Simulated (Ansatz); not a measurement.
Nudged elastic band run: F$_{3}$H$_{5}$OSi$_{2}$

Input:

```yaml
crystal:
  periodic: [false, false, false]
  atoms:
    - { symbol: Si, position_ang: [0.343277, 0.006306, -0.010346] }
    - { symbol: H, position_ang: [0.472116, -0.713291, 1.252162] }
    - { symbol: F, position_ang: [1.825065, 0.175991, -0.621716] }
    - { symbol: F, position_ang: [-0.20553, 1.518578, 0.120329] }
    - { symbol: F, position_ang: [-0.471316, -0.780705, -1.158731] }
    - { symbol: O, position_ang: [-2.083619, -0.145679, 0.954079] }
    - { symbol: Si, position_ang: [-3.251766, -1.10681, 0.202666] }
    - { symbol: H, position_ang: [-2.677528, -2.472846, 0.15595] }
    - { symbol: H, position_ang: [-4.500197, -1.10466, 1.020092] }
    - { symbol: H, position_ang: [-3.57662, -0.609378, -1.163084] }
    - { symbol: H, position_ang: [-2.266584, 0.799694, 1.035897] }
basis:
  gaussian: { orbitals: def2-SVP }
hamiltonian:
  xc: b3lyp
  dispersion: d4
neb:
  order_check: false
  images: 9
  f_tol: 0.03
  max_iterations: 60
  spring: 0.5
  final_atoms:
    - { symbol: Si, position_ang: [-0.36167467, -0.0085074, -0.59779092] }
    - { symbol: H, position_ang: [0.03409995, 0.5437475, 2.54953249] }
    - { symbol: F, position_ang: [0.80681376, -0.54930009, 0.35251039] }
    - { symbol: F, position_ang: [-0.25689566, 1.58402102, -0.64799151] }
    - { symbol: F, position_ang: [-0.08342781, -0.56698157, -2.07174364] }
    - { symbol: O, position_ang: [-1.80197785, -0.47494154, -0.06381091] }
    - { symbol: Si, position_ang: [-3.24583743, -1.31876573, -0.11972884] }
    - { symbol: H, position_ang: [-2.96164383, -2.76136867, -0.34803281] }
    - { symbol: H, position_ang: [-3.93209979, -1.12229894, 1.18201911] }
    - { symbol: H, position_ang: [-4.07962732, -0.78099787, -1.22819068] }
    - { symbol: H, position_ang: [-0.51043134, 1.02259328, 2.78052534] }
  initial_path:
    images:
      - { positions_ang: [[0.343277, 0.006306, -0.010346], [0.472116, -0.713291, 1.252162], [1.825065, 0.175991, -0.621716], [-0.20553, 1.518578, 0.120329], [-0.471316, -0.780705, -1.158731], [-2.083619, -0.145679, 0.954079], [-3.251766, -1.10681, 0.202666], [-2.677528, -2.472846, 0.15595], [-4.500197, -1.10466, 1.020092], [-3.57662, -0.609378, -1.163084], [-2.266584, 0.799694, 1.035897]] }
      - { positions_ang: [[0.27161804, 0.01343415, -0.01339301], [0.3822344, -0.56649141, 1.35850982], [1.7545488, 0.15851717, -0.61451231], [-0.32626637, 1.47982024, -0.00846008], [-0.5250199, -0.87834143, -1.0380863], [-2.04288029, -0.11976008, 0.89068276], [-3.22318493, -1.07573202, 0.15730229], [-2.65799692, -2.43053953, 0.04620902], [-4.43554909, -1.10719045, 1.00754237], [-3.58917834, -0.54540515, -1.17296061], [-2.00102741, 0.63888852, 1.17446404]] }
      - { positions_ang: [[0.19995909, 0.02056229, -0.01644001], [0.2923528, -0.41969182, 1.46485764], [1.6840326, 0.14104334, -0.60730862], [-0.44700273, 1.44106248, -0.13724916], [-0.5787238, -0.97597785, -0.91744161], [-2.00214158, -0.09384117, 0.82728653], [-3.19460385, -1.04465403, 0.11193857], [-2.63846585, -2.38823307, -0.06353196], [-4.37090117, -1.1097209, 0.99499275], [-3.60173669, -0.48143231, -1.18283721], [-1.73547081, 0.47808304, 1.31303108]] }
      - { positions_ang: [[0.12830013, 0.02769044, -0.01948702], [0.20247121, -0.27289223, 1.57120547], [1.6135164, 0.12356951, -0.60010493], [-0.5677391, 1.40230472, -0.26603824], [-0.6324277, -1.07361428, -0.79679691], [-1.96140287, -0.06792225, 0.76389029], [-3.16602278, -1.01357605, 0.06657486], [-2.61893477, -2.3459266, -0.17327294], [-4.30625326, -1.11225135, 0.98244312], [-3.61429503, -0.41745946, -1.19271382], [-1.46991422, 0.31727756, 1.45159812]] }
      - { positions_ang: [[0.05664117, 0.03481858, -0.02253403], [0.11258961, -0.12609264, 1.67755329], [1.5430002, 0.10609568, -0.59290123], [-0.68847547, 1.36354696, -0.39482732], [-0.6861316, -1.17125071, -0.67615221], [-1.92066416, -0.04200333, 0.70049405], [-3.1374417, -0.98249806, 0.02121114], [-2.5994037, -2.30362014, -0.28301392], [-4.24160535, -1.1147818, 0.9698935], [-3.62685338, -0.35348661, -1.20259042], [-1.20435762, 0.15647208, 1.59016516]] }
      - { positions_ang: [[-0.01501778, 0.04194673, -0.02558104], [0.02270801, 0.02070695, 1.78390111], [1.472484, 0.08862185, -0.58569754], [-0.80921183, 1.3247892, -0.5236164], [-0.7398355, -1.26888713, -0.55550751], [-1.87992545, -0.01608442, 0.63709782], [-3.10886063, -0.95142008, -0.02415257], [-2.57987262, -2.26131367, -0.39275491], [-4.17695743, -1.11731225, 0.95734387], [-3.63941172, -0.28951376, -1.21246703], [-0.93880103, -0.0043334, 1.7287322]] }
      - { positions_ang: [[-0.08434916, 0.0318559, -0.14002301], [0.0249864, 0.12531506, 1.93702738], [1.33934995, -0.03896254, -0.39805596], [-0.6987486, 1.37663556, -0.54849143], [-0.60855397, -1.12850602, -0.85875474], [-1.86433593, -0.10785584, 0.49691607], [-3.13625599, -1.02488921, -0.04326782], [-2.65622687, -2.36132467, -0.38381049], [-4.1279859, -1.11830959, 1.00227892], [-3.72745484, -0.38781059, -1.21561176], [-0.85312709, 0.20105193, 1.93909083]] }
      - { positions_ang: [[-0.15368054, 0.02176508, -0.25446499], [0.02726479, 0.22992317, 2.09015366], [1.2062159, -0.16654693, -0.21041437], [-0.58828536, 1.42848193, -0.57336645], [-0.47727243, -0.98812491, -1.16200197], [-1.84874641, -0.19962727, 0.35673432], [-3.16365135, -1.09835834, -0.06238308], [-2.73258111, -2.46133567, -0.37486607], [-4.07901438, -1.11930693, 1.04721397], [-3.81549796, -0.48610741, -1.21875649], [-0.76745315, 0.40643727, 2.14944946]] }
      - { positions_ang: [[-0.22301192, 0.01167425, -0.36890697], [0.02954317, 0.33453128, 2.24327994], [1.07308186, -0.29413131, -0.02277278], [-0.47782213, 1.48032829, -0.59824147], [-0.34599089, -0.84774379, -1.46524919], [-1.83315689, -0.29139869, 0.21655258], [-3.19104671, -1.17182747, -0.08149833], [-2.80893535, -2.56134667, -0.36592165], [-4.03004285, -1.12030427, 1.09214901], [-3.90354108, -0.58440423, -1.22190122], [-0.68177922, 0.6118226, 2.35980809]] }
      - { positions_ang: [[-0.2923433, 0.00158343, -0.48334895], [0.03182156, 0.43913939, 2.39640621], [0.93994781, -0.4217157, 0.1648688], [-0.3673589, 1.53217466, -0.62311649], [-0.21470935, -0.70736268, -1.76849642], [-1.81756737, -0.38317011, 0.07637083], [-3.21844207, -1.2452966, -0.10061359], [-2.88528959, -2.66135767, -0.35697723], [-3.98107132, -1.1213016, 1.13708406], [-3.9915842, -0.68270105, -1.22504595], [-0.59610528, 0.81720794, 2.57016672]] }
      - { positions_ang: [[-0.36167467, -0.0085074, -0.59779092], [0.03409995, 0.5437475, 2.54953249], [0.80681376, -0.54930009, 0.35251039], [-0.25689566, 1.58402102, -0.64799151], [-0.08342781, -0.56698157, -2.07174364], [-1.80197785, -0.47494154, -0.06381091], [-3.24583743, -1.31876573, -0.11972884], [-2.96164383, -2.76136867, -0.34803281], [-3.93209979, -1.12229894, 1.18201911], [-4.07962732, -0.78099787, -1.22819068], [-0.51043134, 1.02259328, 2.78052534]] }
```

Command:

```bash
$ ansatz run input.yaml --threads 4 --pin off --max-ram 5120MiB --backend cpu --events-out ev --progress --plain --runs-dir out
```

Output, in part (warnings, iteration lines, the closing report on the highest movable image, with atoms numbered from 0):

```
NEB end point (image 0): max|allowed force component| = 2.217e-2 eV/Å (the criterion of neb.relax_end_points is 1.000e-2)
NEB end point (image 10): max|allowed force component| = 1.990e-2 eV/Å (the criterion of neb.relax_end_points is 1.000e-2)
NEB iter   1: max|band force component| = 1.662e1 eV/Å  barrier→ = 4.9294 eV  barrier← = 5.6910 eV  Δτ_max = 0.2000 Å  (276 SCF iters)
NEB iter   2: max|band force component| = 9.617e0 eV/Å  barrier→ = 2.3087 eV  barrier← = 3.0703 eV  Δτ_max = 0.2000 Å  (258 SCF iters)
NEB iter   3: max|band force component| = 3.483e0 eV/Å  barrier→ = 1.5652 eV  barrier← = 2.3268 eV  Δτ_max = 0.2000 Å  (246 SCF iters)
NEB iter   4: max|band force component| = 9.705e-1 eV/Å  barrier→ = 1.3163 eV  barrier← = 2.0779 eV  Δτ_max = 0.2000 Å  (244 SCF iters)
NEB iter   5: max|band force component| = 1.706e0 eV/Å  barrier→ = 1.3103 eV  barrier← = 2.0719 eV  Δτ_max = 0.1024 Å  (243 SCF iters)
NEB iter   6: max|band force component| = 1.889e0 eV/Å  barrier→ = 1.2301 eV  barrier← = 1.9917 eV  Δτ_max = 0.0505 Å  (237 SCF iters)
NEB iter   7: max|band force component| = 1.305e0 eV/Å  barrier→ = 1.1454 eV  barrier← = 1.9070 eV  CI = image 5  Δτ_max = 0.1002 Å  (224 SCF iters)
NEB iter   8: max|band force component| = 1.007e0 eV/Å  barrier→ = 1.3699 eV  barrier← = 2.1315 eV  CI = image 5  Δτ_max = 0.2000 Å  (226 SCF iters)
NEB iter   9: max|band force component| = 6.295e-1 eV/Å  barrier→ = 1.5600 eV  barrier← = 2.3216 eV  CI = image 5  Δτ_max = 0.1995 Å  (238 SCF iters)
NEB iter  10: max|band force component| = 4.426e-1 eV/Å  barrier→ = 1.5132 eV  barrier← = 2.2748 eV  CI = image 5  Δτ_max = 0.1840 Å  (218 SCF iters)
NEB iter  11: max|band force component| = 5.480e-1 eV/Å  barrier→ = 1.4982 eV  barrier← = 2.2598 eV  CI = image 5  Δτ_max = 0.0927 Å  (227 SCF iters)
NEB iter  12: max|band force component| = 4.354e-1 eV/Å  barrier→ = 1.4814 eV  barrier← = 2.2430 eV  CI = image 5  Δτ_max = 0.0915 Å  (219 SCF iters)
NEB iter  13: max|band force component| = 3.290e-1 eV/Å  barrier→ = 1.4580 eV  barrier← = 2.2196 eV  CI = image 5  Δτ_max = 0.0922 Å  (217 SCF iters)
NEB iter  14: max|band force component| = 2.918e-1 eV/Å  barrier→ = 1.4433 eV  barrier← = 2.2049 eV  CI = image 5  Δτ_max = 0.0768 Å  (219 SCF iters)
NEB iter  15: max|band force component| = 1.182e-1 eV/Å  barrier→ = 1.4317 eV  barrier← = 2.1933 eV  CI = image 5  Δτ_max = 0.0866 Å  (220 SCF iters)
NEB iter  16: max|band force component| = 1.905e-1 eV/Å  barrier→ = 1.4216 eV  barrier← = 2.1832 eV  CI = image 5  Δτ_max = 0.0432 Å  (220 SCF iters)
NEB iter  17: max|band force component| = 9.832e-2 eV/Å  barrier→ = 1.4151 eV  barrier← = 2.1767 eV  CI = image 5  Δτ_max = 0.0431 Å  (223 SCF iters)
NEB iter  18: max|band force component| = 7.735e-2 eV/Å  barrier→ = 1.4108 eV  barrier← = 2.1724 eV  CI = image 5  Δτ_max = 0.0431 Å  (223 SCF iters)
NEB iter  19: max|band force component| = 8.032e-2 eV/Å  barrier→ = 1.4081 eV  barrier← = 2.1697 eV  CI = image 5  Δτ_max = 0.0215 Å  (227 SCF iters)
NEB iter  20: max|band force component| = 9.308e-2 eV/Å  barrier→ = 1.4068 eV  barrier← = 2.1684 eV  CI = image 5  Δτ_max = 0.0108 Å  (226 SCF iters)
NEB iter  21: max|band force component| = 8.181e-2 eV/Å  barrier→ = 1.4063 eV  barrier← = 2.1679 eV  CI = image 5  Δτ_max = 0.0108 Å  (204 SCF iters)
NEB iter  22: max|band force component| = 5.381e-2 eV/Å  barrier→ = 1.4058 eV  barrier← = 2.1674 eV  CI = image 5  Δτ_max = 0.0215 Å  (209 SCF iters)
NEB iter  23: max|band force component| = 7.880e-2 eV/Å  barrier→ = 1.4050 eV  barrier← = 2.1666 eV  CI = image 5  Δτ_max = 0.0215 Å  (227 SCF iters)
NEB iter  24: max|band force component| = 8.225e-2 eV/Å  barrier→ = 1.4045 eV  barrier← = 2.1661 eV  CI = image 5  Δτ_max = 0.0215 Å  (218 SCF iters)
NEB iter  25: max|band force component| = 1.065e-1 eV/Å  barrier→ = 1.4042 eV  barrier← = 2.1658 eV  CI = image 5  Δτ_max = 0.0107 Å  (222 SCF iters)
NEB iter  26: max|band force component| = 8.362e-2 eV/Å  barrier→ = 1.4041 eV  barrier← = 2.1657 eV  CI = image 5  Δτ_max = 0.0107 Å  (210 SCF iters)
NEB iter  27: max|band force component| = 8.108e-2 eV/Å  barrier→ = 1.4040 eV  barrier← = 2.1656 eV  CI = image 5  Δτ_max = 0.0215 Å  (202 SCF iters)
NEB iter  28: max|band force component| = 7.536e-2 eV/Å  barrier→ = 1.4040 eV  barrier← = 2.1656 eV  CI = image 5  Δτ_max = 0.0429 Å  (214 SCF iters)
NEB iter  29: max|band force component| = 5.595e-2 eV/Å  barrier→ = 1.4040 eV  barrier← = 2.1656 eV  CI = image 5  Δτ_max = 0.0841 Å  (209 SCF iters)
NEB iter  30: max|band force component| = 1.040e-1 eV/Å  barrier→ = 1.4039 eV  barrier← = 2.1655 eV  CI = image 5  Δτ_max = 0.0421 Å  (193 SCF iters)
NEB iter  31: max|band force component| = 7.893e-2 eV/Å  barrier→ = 1.4039 eV  barrier← = 2.1655 eV  CI = image 5  Δτ_max = 0.0421 Å  (196 SCF iters)
NEB iter  32: max|band force component| = 7.120e-2 eV/Å  barrier→ = 1.4039 eV  barrier← = 2.1655 eV  CI = image 5  Δτ_max = 0.0421 Å  (199 SCF iters)
NEB iter  33: max|band force component| = 5.670e-2 eV/Å  barrier→ = 1.4039 eV  barrier← = 2.1655 eV  CI = image 5  Δτ_max = 0.0421 Å  (197 SCF iters)
NEB iter  34: max|band force component| = 6.849e-2 eV/Å  barrier→ = 1.4039 eV  barrier← = 2.1655 eV  CI = image 5  Δτ_max = 0.0420 Å  (200 SCF iters)
NEB iter  35: max|band force component| = 9.181e-2 eV/Å  barrier→ = 1.4039 eV  barrier← = 2.1655 eV  CI = image 5  Δτ_max = 0.0422 Å  (195 SCF iters)
NEB iter  36: max|band force component| = 1.178e-1 eV/Å  barrier→ = 1.4039 eV  barrier← = 2.1655 eV  CI = image 5  Δτ_max = 0.0423 Å  (188 SCF iters)
NEB iter  37: max|band force component| = 1.464e-1 eV/Å  barrier→ = 1.4039 eV  barrier← = 2.1655 eV  CI = image 5  Δτ_max = 0.0837 Å  (190 SCF iters)
NEB iter  38: max|band force component| = 1.983e-1 eV/Å  barrier→ = 1.4039 eV  barrier← = 2.1655 eV  CI = image 5  Δτ_max = 0.0836 Å  (189 SCF iters)
NEB iter  39: max|band force component| = 2.446e-1 eV/Å  barrier→ = 1.4039 eV  barrier← = 2.1655 eV  CI = image 5  Δτ_max = 0.1700 Å  (184 SCF iters)
NEB iter  40: max|band force component| = 3.063e-1 eV/Å  barrier→ = 1.4039 eV  barrier← = 2.1655 eV  CI = image 5  Δτ_max = 0.1700 Å  (190 SCF iters)
NEB iter  41: max|band force component| = 3.149e-1 eV/Å  barrier→ = 1.4039 eV  barrier← = 2.1655 eV  CI = image 5  Δτ_max = 0.1703 Å  (186 SCF iters)
NEB iter  42: max|band force component| = 2.350e-1 eV/Å  barrier→ = 1.4039 eV  barrier← = 2.1655 eV  CI = image 5  Δτ_max = 0.1175 Å  (184 SCF iters)
NEB iter  43: max|band force component| = 2.190e-1 eV/Å  barrier→ = 1.4039 eV  barrier← = 2.1655 eV  CI = image 5  Δτ_max = 0.1218 Å  (180 SCF iters)
NEB iter  44: max|band force component| = 1.149e-1 eV/Å  barrier→ = 1.4039 eV  barrier← = 2.1655 eV  CI = image 5  Δτ_max = 0.1204 Å  (180 SCF iters)
NEB iter  45: max|band force component| = 9.445e-2 eV/Å  barrier→ = 1.4039 eV  barrier← = 2.1655 eV  CI = image 5  Δτ_max = 0.0606 Å  (179 SCF iters)
NEB iter  46: max|band force component| = 8.514e-2 eV/Å  barrier→ = 1.4039 eV  barrier← = 2.1655 eV  CI = image 5  Δτ_max = 0.0920 Å  (180 SCF iters)
NEB iter  47: max|band force component| = 6.959e-2 eV/Å  barrier→ = 1.4039 eV  barrier← = 2.1655 eV  CI = image 5  Δτ_max = 0.1313 Å  (183 SCF iters)
NEB iter  48: max|band force component| = 4.803e-2 eV/Å  barrier→ = 1.4039 eV  barrier← = 2.1655 eV  CI = image 5  Δτ_max = 0.1669 Å  (179 SCF iters)
NEB iter  49: max|band force component| = 1.063e-1 eV/Å  barrier→ = 1.4039 eV  barrier← = 2.1655 eV  CI = image 5  Δτ_max = 0.0846 Å  (180 SCF iters)
NEB iter  50: max|band force component| = 6.679e-2 eV/Å  barrier→ = 1.4039 eV  barrier← = 2.1655 eV  CI = image 5  Δτ_max = 0.0841 Å  (179 SCF iters)
NEB iter  51: max|band force component| = 6.208e-2 eV/Å  barrier→ = 1.4039 eV  barrier← = 2.1655 eV  CI = image 5  Δτ_max = 0.0844 Å  (181 SCF iters)
NEB iter  52: max|band force component| = 5.778e-2 eV/Å  barrier→ = 1.4039 eV  barrier← = 2.1655 eV  CI = image 5  Δτ_max = 0.0512 Å  (182 SCF iters)
NEB iter  53: max|band force component| = 4.702e-2 eV/Å  barrier→ = 1.4039 eV  barrier← = 2.1655 eV  CI = image 5  Δτ_max = 0.0097 Å  (179 SCF iters)
NEB iter  54: max|band force component| = 2.648e-2 eV/Å  barrier→ = 1.4039 eV  barrier← = 2.1655 eV  CI = image 5  Δτ_max = 0.0000 Å  (405 SCF iters)
Total energy: -26027.14729629 eV, -956.4800213048 hartree
Atom 0 at    -0.182973     0.137135    -0.075799 Å, force     0.000137    -0.000004     0.000047 eV/Å
Atom 1 at    -0.186973     0.712303     1.505680 Å, force     0.000027    -0.000022    -0.000056 eV/Å
Atom 2 at     1.146073    -0.719953     0.239979 Å, force     0.000081     0.000024    -0.000086 eV/Å
Atom 3 at     0.015174     1.641678    -0.621516 Å, force    -0.000062    -0.000017     0.000067 eV/Å
Atom 4 at    -0.604724    -0.579658    -1.487578 Å, force     0.000002    -0.000064     0.000041 eV/Å
Atom 5 at    -1.746239    -0.345753     0.654799 Å, force     0.000059     0.000314     0.000168 eV/Å
Atom 6 at    -3.138734    -1.213504     0.108052 Å, force    -0.000004    -0.000000     0.000026 eV/Å
Atom 7 at    -2.713900    -2.581703    -0.267382 Å, force    -0.000000    -0.000006     0.000007 eV/Å
Atom 8 at    -4.055846    -1.228856     1.274399 Å, force    -0.000004     0.000006    -0.000001 eV/Å
Atom 9 at    -3.724925    -0.475879    -1.034617 Å, force     0.000006    -0.000007    -0.000004 eV/Å
Atom 10 at    -1.199635     0.221390     1.491282 Å, force    -0.000241    -0.000225    -0.000208 eV/Å
Dipole moment:    -0.777917    -0.228361     0.396519 e Å
```

It converged. The profile has 2 maxima (images 2, 5) with wells between them (image 3): this band takes more than one step, which may be the mechanism or a detour left from its start path. Neighbouring images differ by up to 1.2 eV, so the band resolves the path poorly. Another band between the same ends (9 images) ends at a top of the same energy, where a vibrational analysis finds 1 clearly imaginary mode. The orbitals stay closed-shell, which can raise the energy where a bond breaks towards radicals; this wasn't checked here.

Final band (atoms are numbered from 1 in the order of the input):

| image | path coordinate (Å) | energy (eV) | Si1–H2 (Å) | O6–H11 (Å) | Si1–O6 (Å) |
| --- | --- | --- | --- | --- | --- |
| 0 | 0.00 | 0.00 | 1.46 | 0.97 | 2.62 |
| 1 | 1.80 | 0.10 | 1.46 | 0.96 | 2.80 |
| 2 | 3.60 | 0.20 | 1.46 | 0.96 | 3.26 |
| 3 | 5.40 | 0.13 | 1.46 | 0.97 | 3.10 |
| 4 | 7.20 | 0.20 | 1.46 | 0.96 | 2.41 |
| 5 | 9.01 | 1.40 | 1.68 | 1.15 | 1.79 |
| 6 | 9.58 | 0.19 | 2.05 | 1.65 | 1.66 |
| 7 | 10.16 | -0.53 | 2.53 | 2.07 | 1.62 |
| 8 | 10.73 | -0.73 | 3.00 | 2.51 | 1.61 |
| 9 | 11.31 | -0.76 | 3.22 | 2.98 | 1.61 |
| 10 | 11.88 | -0.76 | 3.22 | 3.46 | 1.61 |

Run time: 13 min on 4 threads of Arm Neoverse V1, on a shared host, peak memory 0.32 GiB.
